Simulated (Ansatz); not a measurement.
**Worked example: C2H5AlCl2 + C2H5Ge → C2H5AlCl + C2H5ClGe**

Gas-phase species: C2H5AlCl2 (ethylaluminum dichloride) `C[CH2][Al]([Cl])[Cl]`, singlet; C2H5Ge `C=[CH][GeH2]`, doublet; C2H5AlCl `C[CH2][Al][Cl]`, doublet; C2H5ClGe `C=[CH][GeH2][Cl]`, singlet. A radical takes Cl: the energy is the difference in strength between the Al–Cl bond broken and the Ge–Cl bond made.

Shapes, held fixed at every level: PBE0-D4/def2-TZVP. Flexible molecules stand in one conformer, not always the lowest. Programs: Ansatz 0.2.0. Electronic energies: no zero-point or thermal term.

At B2PLYP/def2-TZVPP; 1 Eh = 2625.50 kJ/mol:

| species | energy (Eh) |
| --- | --- |
| C2H5AlCl2 | -1241.819271 |
| C2H5Ge | -2155.730965 |
| C2H5AlCl | -781.610620 |
| C2H5ClGe | -2615.907485 |

Task: Work out ΔE of the reaction at this level.

Result: 
1. Products less reactants: (-781.610620) + (-2615.907485) − [(-1241.819271) + (-2155.730965)] = 0.032131 Eh = +84.4 kJ/mol.

Other levels give +78.0 (PBE0-D4/def2-TZVPP) to +96.4 kJ/mol (HF/def2-SVP). No measured value is set beside it here. Spin contamination: C2H5Ge (⟨S²⟩ up to 0.88). Open shells run unrestricted. Relativity is left out for Ge. Outer-core shells of Ge are correlated, in sets that cover them unevenly.
